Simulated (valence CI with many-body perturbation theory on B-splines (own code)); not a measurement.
**Level structure of Zr X**

Calculated by configuration interaction combined with many-body perturbation theory (CI+MBPT): three valence electrons over a frozen Dirac-Fock core [Ar] 3d10, radial functions for each j: 11 s, 11 p, 9 d, 7 f, 5 g, 2 h, 1 i, with the one-electron correlation potential Σ1 (screened to all orders), the two-electron term Σ2, the three-electron term Σ3, Breit, model QED; selected single and double excitations, second order for the rest, scaled by the run's own slope (own B-spline code, finite nucleus).

No measured spectrum was set against this ion. As an estimate, levels hold to about 250 cm⁻¹ or 0.2 % of their energy and the worst to 1 %, as in measured heavy ions of charge 2 to 7; those with d or f electrons hold less well.

Levels 1 to 45 of 70, with energies above the lowest level, 4s²4p ²P°_1/2. "Leading %" is the weight of the configuration and term that name the level; weights of strongly mixed levels are sums over their largest components and can fall short. In the jj column 3d3/2^4 stands for four electrons in 3d with j = 3/2.

| No. | Configuration | Term | J | E (eV) | Leading % | Second component | Leading jj |
| --- | --- | --- | --- | --- | --- | --- | --- |
| 1 | 4s²4p | ²P° | 1/2 | 0.000 | 98 |  | 4s^2 4p1/2 (98 %) |
| 2 | 4s²4p | ²P° | 3/2 | 2.466 | 98 |  | 4s^2 4p3/2 (98 %) |
| 3 | 4s4p² | ⁴P | 1/2 | 20.682 | 96 |  | 4s 4p1/2^2 (60 %) |
| 4 | 4s4p² | ⁴P | 3/2 | 21.810 | 99 |  | 4s 4p1/2 4p3/2 (93 %) |
| 5 | 4s4p² | ⁴P | 5/2 | 22.981 | 94 | 6 % 4s4p² ²D | 4s 4p1/2 4p3/2 (57 %) |
| 6 | 4s4p² | ²D | 3/2 | 27.287 | 90 | 6 % 4s²4d ²D | 4s 4p1/2 4p3/2 (72 %) |
| 7 | 4s4p² | ²D | 5/2 | 27.767 | 87 | 6 % 4s4p² ⁴P | 4s 4p3/2^2 (55 %) |
| 8 | 4s4p² | ²S | 1/2 | 31.452 | 54 | 42 % 4s4p² ²P | 4s 4p1/2^2 (39 %) |
| 9 | 4s4p² | ²P | 1/2 | 33.985 | 56 | 42 % 4s4p² ²S | 4s 4p3/2^2 (66 %) |
| 10 | 4s4p² | ²P | 3/2 | 34.696 | 95 |  | 4s 4p3/2^2 (67 %) |
| 11 | 4s²4d | ²D | 3/2 | 44.198 | 91 | 6 % 4s4p² ²D | 4s^2 4d3/2 (91 %) |
| 12 | 4s²4d | ²D | 5/2 | 44.548 | 92 | 6 % 4s4p² ²D | 4s^2 4d5/2 (92 %) |
| 13 | 4p³ | ⁴S° | 3/2 | 51.990 | 46 | 31 % 4p³ ²D° | 4p1/2^2 4p3/2 (78 %) |
| 14 | 4p³ | ⁴S° | 3/2 | 53.034 | 46 | 43 % 4p³ ²D° | 4p1/2 4p3/2^2 (89 %) |
| 15 | 4p³ | ²D° | 5/2 | 53.238 | 82 | 16 % 4s4p4d ²D° | 4p1/2 4p3/2^2 (82 %) |
| 16 | 4p³ | ²P° | 1/2 | 57.309 | 88 | 10 % 4s4p4d ²P° | 4p1/2 4p3/2^2 (88 %) |
| 17 | 4p³ | ²P° | 3/2 | 58.278 | 72 | 7 % 4s4p4d ²P° | 4p3/2^3 (74 %) |
| 18 | 4s4p4d | ⁴F° | 3/2 | 60.943 | 97 |  | 4s 4p1/2 4d3/2 (85 %) |
| 19 | 4s4p4d | ⁴F° | 5/2 | 61.463 | 96 |  | 4s 4p1/2 4d3/2 (44 %) |
| 20 | 4s4p4d | ⁴F° | 7/2 | 62.260 | 96 |  | 4s 4p1/2 4d5/2 (49 %) |
| 21 | 4s4p4d | ⁴F° | 9/2 | 63.448 | 99 |  | 4s 4p3/2 4d5/2 (99 %) |
| 22 | 4s4p4d | ⁴P° | 5/2 | 64.594 | 65 | 22 % 4s4p4d ⁴D° | 4s 4p1/2 4d5/2 (87 %) |
| 23 | 4s4p4d | ⁴D° | 3/2 | 64.961 | 52 | 42 % 4s4p4d ⁴P° | 4s 4p1/2 4d3/2 (45 %) |
| 24 | 4s4p4d | ⁴D° | 1/2 | 65.195 | 82 | 15 % 4s4p4d ⁴P° | 4s 4p1/2 4d3/2 (68 %) |
| 25 | 4s4p4d | ⁴P° | 1/2 | 66.431 | 84 | 15 % 4s4p4d ⁴D° | 4s 4p3/2 4d3/2 (96 %) |
| 26 | 4s4p4d | ⁴D° | 3/2 | 66.523 | 45 | 43 % 4s4p4d ⁴P° | 4s 4p3/2 4d3/2 (89 %) |
| 27 | 4s4p4d | ⁴D° | 5/2 | 66.535 | 69 | 15 % 4s4p4d ²D° | 4s 4p3/2 4d3/2 (71 %) |
| 28 | 4s4p4d | ⁴D° | 7/2 | 66.581 | 95 |  | 4s 4p3/2 4d5/2 (64 %) |
| 29 | 4s4p4d | ²D° | 3/2 | 66.882 | 73 | 14 % 4s4p4d ⁴P° | 4s 4p3/2 4d5/2 (46 %) |
| 30 | 4s4p4d | ²D° | 5/2 | 67.065 | 54 | 25 % 4s4p4d ⁴P° | 4s 4p3/2 4d5/2 (70 %) |
| 31 | 4s4p4d | ²F° | 5/2 | 68.686 | 86 | 11 % 4s4p4d ²D° | 4s 4p1/2 4d5/2 (44 %) |
| 32 | 4s4p4d | ²F° | 7/2 | 70.529 | 98 |  | 4s 4p3/2 4d5/2 (66 %) |
| 33 | 4s²5s | ²S | 1/2 | 71.652 | 97 |  | 4s^2 5s (97 %) |
| 34 | 4s4p4d | ²F° | 7/2 | 72.510 | 76 | 20 % 4s²4f ²F° | 4s 4p3/2 4d5/2 (38 %) |
| 35 | 4s4p4d | ²P° | 3/2 | 72.669 | 77 | 11 % 4s4p4d ²D° | 4s 4p1/2 4d3/2 (35 %) |
| 36 | 4s4p4d | ²F° | 5/2 | 72.738 | 76 | 22 % 4s²4f ²F° | 4s 4p3/2 4d3/2 (54 %) |
| 37 | 4s4p4d | ²P° | 1/2 | 73.890 | 91 | 7 % 4p³ ²P° | 4s 4p3/2 4d5/2 (79 %) |
| 38 | 4s4p4d | ²P° | 1/2 | 75.676 | 92 |  | 4s 4p3/2 4d3/2 (71 %) |
| 39 | 4s4p4d | ²D° | 3/2 | 76.020 | 52 | 43 % 4s4p4d ²P° | 4s 4p3/2 4d5/2 (50 %) |
| 40 | 4s4p4d | ²P° | 3/2 | 76.194 | 61 | 30 % 4s4p4d ²D° | 4s 4p3/2 4d3/2 (38 %) |
| 41 | 4s4p4d | ²D° | 5/2 | 76.404 | 88 | 7 % 4p³ ²D° | 4s 4p3/2 4d5/2 (63 %) |
| 42 | 4s²5p | ²P° | 1/2 | 81.746 | 96 |  | 4s^2 5p1/2 (96 %) |
| 43 | 4s²5p | ²P° | 3/2 | 82.632 | 96 |  | 4s^2 5p3/2 (96 %) |
| 44 | 4s²4f | ²F° | 7/2 | 83.093 | 77 | 20 % 4s4p4d ²F° | 4s^2 4f7/2 (77 %) |
| 45 | 4s²4f | ²F° | 5/2 | 83.176 | 76 | 21 % 4s4p4d ²F° | 4s^2 4f5/2 (76 %) |

Names give the largest LS component (configuration and term), which can be under half, so a name can repeat, a term be missing and a line seem to break the LS rules; names also repeat where a configuration has a term twice.

Where two levels of one J and parity lie close, their mixing, g and order are uncertain.

The ionisation energy to 4s² ¹S0 of the next ion comes out as 172.59 eV (NIST: 172.02 ± 0.05 eV (semi-empirical), further off than twice its uncertainty). All 70 levels together are meant to be complete up to 97.375 eV.
